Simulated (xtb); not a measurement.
xtb input (GFN2-xTB):

```bash
xtb mol.xyz --gfn 2 --sp --chrg -1 --uhf 0
```
mol.xyz:
```
2

Ta    -0.00000000    -0.00000000    -0.13332908
C      0.00000000     0.00000000     1.62217045
```

End of the output:

```
         :::::::::::::::::::::::::::::::::::::::::::::::::::::
         ::                     SUMMARY                     ::
         :::::::::::::::::::::::::::::::::::::::::::::::::::::
         :: total energy              -4.015372864216 Eh    ::
         :: gradient norm              0.275048679650 Eh/a0 ::
         :: HOMO-LUMO gap              0.000000000000 eV    ::
         ::.................................................::
         :: SCC energy                -4.099825962995 Eh    ::
         :: -> isotropic ES            0.107392901717 Eh    ::
         :: -> anisotropic ES          0.005250944559 Eh    ::
         :: -> anisotropic XC         -0.011948854618 Eh    ::
         :: -> dispersion             -0.001003946783 Eh    ::
         :: repulsion energy           0.084453098779 Eh    ::
         :: add. restraining           0.000000000000 Eh    ::
         :: total charge              -1.000000000000 e     ::
         :::::::::::::::::::::::::::::::::::::::::::::::::::::

           -------------------------------------------------
          |                Property Printout                |
           -------------------------------------------------

    * Orbital Energies and Occupations

         #    Occupation            Energy/Eh            Energy/eV
      -------------------------------------------------------------
         1        2.0000           -0.2976679              -8.1000
         2        2.0000           -0.1423050              -3.8723
         3        2.0000           -0.1014490              -2.7606
         4        2.0000           -0.1014490              -2.7606
         5        0.6789           -0.0653442              -1.7781 (HOMO)
Note: The following floating-point exceptions are signalling: IEEE_DENORMAL
normal termination of xtb
         6        0.6789           -0.0653442              -1.7781 (LUMO)
         7        0.6423           -0.0652656              -1.7760
         8                          0.0221090               0.6016
         9                          0.0221090               0.6016
        10                          0.1457011               3.9647
        11                          0.3806355              10.3576
        12                          0.3806355              10.3576
        13                          0.8667884              23.5865
      -------------------------------------------------------------
                  HL-Gap            0.0000000 Eh            0.0000 eV
             Fermi-level           -0.0659767 Eh           -1.7953 eV

     #   Z          covCN         q      C6AA      α(0)
     1  73 Ta       0.834    -0.781  1277.720    91.305
     2   6 C        0.834    -0.219    42.154    10.821

 Mol. C6AA /au·bohr⁶  :       1755.860272
 Mol. C8AA /au·bohr⁸  :     260110.631470
 Mol. α(0) /au        :        102.126430

Wiberg/Mayer (AO) data.
largest (>0.10) Wiberg bond orders for each atom

 ---------------------------------------------------------------------------
     #   Z sym  total        # sym  WBO       # sym  WBO       # sym  WBO
 ---------------------------------------------------------------------------
     1  73 Ta   2.961 --     2 C    2.961
     2   6 C    2.961 --     1 Ta   2.961
 ---------------------------------------------------------------------------

Topologies differ in total number of bonds
Writing topology from bond orders to xtbtopo.mol

molecular dipole:
                 x           y           z       tot (Debye)
 q only:        0.000       0.000      -0.473
   full:        0.000       0.000      -2.905       7.383
molecular quadrupole (traceless):
                xx          xy          yy          xz          yz          zz
 q only:        1.052       0.000       1.052       0.000       0.000      -2.103
  q+dip:        0.259       0.000       0.259       0.000       0.000      -0.518
   full:        0.568      -0.000       0.568       0.000       0.000      -1.136

           -------------------------------------------------
          | TOTAL ENERGY               -4.015372864216 Eh   |
          | GRADIENT NORM               0.275048679650 Eh/α |
          | HOMO-LUMO GAP               0.000000000000 eV   |
           -------------------------------------------------

------------------------------------------------------------------------
------------------------------------------------------------------------
 total:
 SCF:
```

This state (charge -1, singlet) is run at the relaxed geometry of the species with charge 0 and multiplicity 2.
